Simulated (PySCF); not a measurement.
This script is equivalent to a calculation on Ga⁺ (gallium, charge +1).

```python
from pyscf import gto, scf, dft, mp, cc
import basis_set_exchange as bse
mol = gto.M(atom="Ga 0 0 0", charge=1, spin=0, symmetry="D2h",
            basis=gto.basis.parse(bse.get_basis("def2-SVP", elements=["Ga"], fmt="nwchem", header=False)))
mf = scf.UHF(mol)
mf.irrep_nelec = {'Ag': (6, 6), 'B1g': (1, 1), 'B2g': (1, 1), 'B3g': (1, 1), 'B1u': (2, 2), 'B2u': (2, 2), 'B3u': (2, 2)}
mf.kernel()
```

Problem. What total energy does it give?

Solution. -1922.77019 hartree (calculated).

Problem. Which occupied shell lies highest, and where?

Solution. 4s, at -18.704 eV.
